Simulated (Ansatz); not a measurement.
Two isomers of C2H9NOSi: A = `CO[SiH](C)N`, B = `CN([SiH3])CO`.

Program: Ansatz. Geometries: PBE0-D4/def2-TZVP. ΔE: electronic, gas phase. CCSD(T)/CBS adds triple-zeta CCSD(T) − MP2 to the extrapolated MP2 energy (def2 sets, frozen cores). DFT in def2-TZVPP. B3LYP here is the variant with VWN-RPA as its local correlation; programs differ in this. One conformer a species, not always the lowest.

Q: Which isomer does CCSD(T)/CBS put lower? Give the gap. (An estimate is asked.)

A: The calculation gave: A, by 54.6 kcal/mol.

Q: Give E(B) − E(A) in kcal/mol with BLYP-D4, B3LYP, MP2/def2-TZVPP, CCSD(T)/def2-TZVPP, PBE0-D4, LDA (SPW92), B2PLYP. (An estimate is asked.)

A: Computed: BLYP-D4 52.2, B3LYP 54.1, MP2/def2-TZVPP 54.7, CCSD(T)/def2-TZVPP 53.1, PBE0-D4 52.2, LDA (SPW92) 49.1, B2PLYP 54.5. None reverses the order clearly.

Q: Does the order hold for the free energy at 298.15 K (harmonic terms from PBE0-D4)? (An estimate is asked.)

A: Computed: Yes: G(B) − G(A) = +54.3 kcal/mol, for one conformer each.

Largest T1 diagnostic: 0.011.

Leaving LDA and LC-ωPBE aside and taking each functional with its dispersion term where it has one, the values, not all of them listed here, spread over 6.4 kcal/mol, from revPBE-D4 to B97M-V. LDA lies −2.0 kcal/mol from PBE without D4. At CCSD(T), def2-SVP lies −11.6 kcal/mol from the extrapolated value and def2-TZVPP −1.5 kcal/mol.
